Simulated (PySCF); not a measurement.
# Ne⁺: ionisation energy

Ne⁺ [He] 2s2 2p5 (2P) → Ne²⁺ [He] 2s2 2p4 (3P), as a difference of total energies. Calculation: PySCF 2.14, in aug-cc-pVQZ-DK; the spin-free X2C one-electron Hamiltonian (Gaussian nucleus). Correlated levels: valence: 1s2 frozen. The calculations carry no spin-orbit coupling.

| method | ionisation energy (eV) | error (eV) |
| --- | --- | --- |
| UHF | 39.249 | -1.714 |
| MP2 (valence) | 40.871 | -0.092 |
| SCS-MP2 (valence) | 40.885 | -0.078 |
| CCSD (valence) | 40.800 | -0.163 |
| CCSD(T) (valence) | 40.836 | -0.127 |

Reference: 40.963 eV (measured; NIST Atomic Spectra Database, ionization energies).

Errors of the correlated levels include the incompleteness of this basis and the frozen core.
